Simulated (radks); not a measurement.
Values are calculated unless marked as measured or tabulated.
The bismuth anion Bi3-, [Rn], held by a Watson sphere: a shell of charge +3 at radius R that stands for the Madelung well of a crystal (potential energy -3/R inside, -3/r outside, in hartree with lengths in bohr). Level of theory: scalar-relativistic Kohn-Sham, LDA (Slater exchange, Perdew-Wang correlation), spin-polarised, spherical densities, finite nucleus; Fermi nuclear charge, rms radius of each element as measured or else 0.836 A^(1/3) + 0.57 fm (a radial shooting solver on a logarithmic mesh with Libxc functionals). Response by self-consistent Sternheimer equations with the Hartree and adiabatic LDA kernel, the relativistic mass of each level held fixed and spin-orbit coupling left out. The sphere does not respond.

| R (bohr) | e(5d) (eV) | e(6s) (eV) | e(6p) (eV) | <r> 6p (bohr) | sum of <r^2> (bohr^2) | X-ray form factor at sin(theta)/lambda = 0.1 1/angstrom | alpha (bohr^3) |
|---|---|---|---|---|---|---|---|
| 2.76 | -27.028 | -16.234 | -6.734 | 2.934 | 103.0 | 79.832 | 60.16 |
| 3.04 | -26.287 | -15.405 | -6.308 | 3.047 | 108.0 | 79.653 | 71.02 |
| 3.34 | -25.703 | -14.648 | -5.850 | 3.169 | 113.6 | 79.471 | 85.35 |
| 6.23 | -23.658 | -11.484 | -2.831 | 4.244 | 176.7 | 78.451 | 447.2 |
| 6.28 | -23.644 | -11.463 | -2.800 | 4.261 | 178.0 | 78.444 | 458.9 |
